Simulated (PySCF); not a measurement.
Polarisability and C₆ of Cl⁻ (chlorine, charge -1)

[Ar], closed-shell 1S. Calculation: PySCF 2.14, in def2-TZVPPD; the non-relativistic Hamiltonian (point nucleus). Coupled (time-dependent) response in atomic units; α is the mean over directions.

```csv
method,mean α (bohr³),C₆ (like pair),S(−4)
UHF,27.39,241.6,186.1
PBE0,30.83,283.5,249.4
```

S(−4) is the Cauchy moment in α(ω) = α(0) + S(−4) ω² + …

α(iu) at UHF:

```
u (hartree)  α(iu) (bohr³)
          0          27.39
     0.0500          26.93
      0.100          25.69
      0.200          21.89
      0.300          17.87
      0.500          11.69
      0.750          7.271
       1.00          4.875
       1.50          2.594
       2.00          1.603
       3.00         0.7937
       5.00         0.3273
```

For an ion, C₆ is the dispersion term alone; charge-induced terms of lower order in 1/R come first.
